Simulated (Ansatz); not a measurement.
Cl3HSeTi (`[Cl][Ti]([Cl])([Cl])[SeH]`) at its PBE0-D4/def2-TZVP geometry, where that method's forces vanish. Charge 0, multiplicity 1.

```tsv
atom	x (Å)	y (Å)	z (Å)
Cl1	-0.918	-1.664	1.248
Ti2	0.376	-0.352	0.100
Cl3	2.324	-0.110	1.004
Cl4	0.494	-1.063	-1.948
Se5	-0.528	1.861	0.116
H6	-1.748	1.328	-0.519
```

Q: For each bond, give half the difference of the two atoms' forces along it (eV/Å; positive pushes the atoms apart) under PBE-D4, r2SCAN-D4, B3LYP-D4, ωB97M-V in def2-TZVPP. (An estimate is asked.)

A: Ansatz gave: 
```tsv
bond	length (Å)	PBE-D4	r2SCAN-D4	B3LYP-D4	ωB97M-V
Cl1–Ti2	2.171	0.19	0.14	0.18	0.04
Ti2–Cl3	2.161	0.18	0.13	0.17	0.03
Ti2–Cl4	2.171	0.19	0.14	0.18	0.04
Ti2–Se5	2.390	0.16	0.07	0.10	-0.09
Se5–H6	1.475	0.25	-0.02	0.03	-0.10
```

B3LYP here is the variant with VWN-RPA as its local correlation; programs differ in this.
